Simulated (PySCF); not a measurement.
A geometry optimisation on the iodine molecule (`II`).

Method: PBE0-D3(BJ)/def2-SVP geometry optimisation, gas phase, def2 core potentials past Kr (PySCF 2.14.0). Start geometry: GFN2-xTB. The input is one job of a driver script: a line of settings, then coordinates in Å.

Input:
```
{"job": {"xc": "PBE0", "basis": "def2-SVP", "d3": "d3bj", "grid": 1, "maxiter": 30, "shake": 0.01, "kind": "geom"}, "charge": 0, "multiplicity": 1}
I      1.353620    -0.028600     0.001520
I     -1.336130    -0.000210    -0.013650
```

Output:
```
step   0  E = -595.43913304  max force = 0.001653
step   1  E = -595.43877501  max force = 0.005589
step   2  E = -595.43894714  max force = 0.003456
step   3  E = -595.43904586  max force = 0.000196
step   4  E = -595.43904607  max force = 0.000089
optimisation converged
```

Energies in Eh; «max force» is the largest Cartesian gradient component in Eh/bohr.

How much energy does the optimisation release, in eV?

E(step 0) − E(last step) = -0.000087 Eh, which is -0.002 eV.

Summary of the converged run: final energy -595.43905 Eh after 4 steps; dipole 0.00 D.

Give the final coordinates.

0.004 Å rms from the input after alignment:
```
atom  x, y, z in Å
I1    -0.5936   -0.6978    0.9808
I2     0.6001    0.6710   -0.9935
```

Estimate the wall time. Hardware: Intel Xeon Gold 6455B, one thread, shared host with 64 logical CPUs at a one-minute load of 17. And the peak memory of the process?

About 7.2 s, with 0.27 GiB resident at the peak, the Python interpreter and its libraries included.
Labels such as C1 count atoms from 1, the log's own numbers from 0.
